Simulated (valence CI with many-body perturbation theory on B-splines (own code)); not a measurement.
Values are calculated unless marked as measured or tabulated.
## Ladder of approximations for Re⁶⁹⁺

Method: configuration interaction combined with many-body perturbation theory (CI+MBPT): four valence electrons over a frozen Dirac-Fock core [He], radial functions for each j: 11 s, 11 p, 9 d, 7 f, 5 g, 2 h, 1 i, with the one-electron correlation potential Σ1, the two-electron term Σ2, the three-electron term Σ3, Breit, model QED; selected CI, second order for the rest (own B-spline code, finite nucleus).

The last digits are not significant, and no measured levels were compared; by estimate large intervals hold to a few tenths of a per cent, small ones and those within an open d or f shell to about a per cent. Among the levels kept, up to 280 cm⁻¹ of a level comes from second order outside the variational space, and about a tenth of that is noise between levels of different J, which matters for small intervals.

Each rung adds one term. CI alone is the Dirac-Coulomb CI over the frozen core; QED comes last and gives the full result, which names the levels. Energies are above (2s^2 2p1/2^2) J=0 on the same rung, in × 10³ cm⁻¹.

Levels are named by their leading jj configuration (3d3/2^4 stands for four electrons in 3d with j = 3/2), which in mixed levels can hold well under half, so a name can repeat and another be missing. Letters in brackets count levels of one name in rising energy.

```csv
Level,CI alone
(2s^2 2p1/2 2p3/2) J=1,12280
(2s^2 2p1/2 2p3/2) J=2,12496
(2s 2p1/2^2 2p3/2) J=2,14822
(2s 2p1/2^2 2p3/2) J=1,15521
(2s^2 2p3/2^2) J=2,24933
(2s^2 2p3/2^2) J=0,25375
(2s 2p1/2 2p3/2^2) J=2 [a],26842
(2s 2p1/2 2p3/2^2) J=3,27311
(2s 2p1/2 2p3/2^2) J=0,27668
(2s 2p1/2 2p3/2^2) J=1 [a],27905
(2s 2p1/2 2p3/2^2) J=2 [b],28043
(2s 2p1/2 2p3/2^2) J=1 [b],28006
(2p1/2^2 2p3/2^2) J=2,30654
(2p1/2^2 2p3/2^2) J=0,31115
(2s 2p3/2^3) J=2,39964
(2s 2p3/2^3) J=1,40653
```

Question: What do these energies become with core correlation, Breit and QED?

Answer: (2s^2 2p1/2 2p3/2) J=1 12117 (-162.53); (2s^2 2p1/2 2p3/2) J=2 12264 (-231.76); (2s 2p1/2^2 2p3/2) J=2 14609 (-213.00); (2s 2p1/2^2 2p3/2) J=1 15333 (-188.65); (2s^2 2p3/2^2) J=2 24583 (-349.81); (2s^2 2p3/2^2) J=0 25101 (-273.84); (2s 2p1/2 2p3/2^2) J=2 [a] 26491 (-351.74); (2s 2p1/2 2p3/2^2) J=3 26852 (-459.14); (2s 2p1/2 2p3/2^2) J=0 27373 (-295.00); (2s 2p1/2 2p3/2^2) J=1 [a] 27560 (-344.79); (2s 2p1/2 2p3/2^2) J=2 [b] 27632 (-410.97); (2s 2p1/2 2p3/2^2) J=1 [b] 27669 (-336.76); (2p1/2^2 2p3/2^2) J=2 30268 (-385.01); (2p1/2^2 2p3/2^2) J=0 30808 (-306.79); (2s 2p3/2^3) J=2 39457 (-507.46); (2s 2p3/2^3) J=1 40167 (-486.33).

Question: How does the ionisation energy move along the ladder, and which term matters most?

Answer: CI alone 19047, + Σ1 19048, + Σ2 19048, + Σ3 19048, + Breit 19006, + QED 19005 eV. The largest step is Breit, -42 eV. NIST lists 19000 ± 50 eV (theoretical).
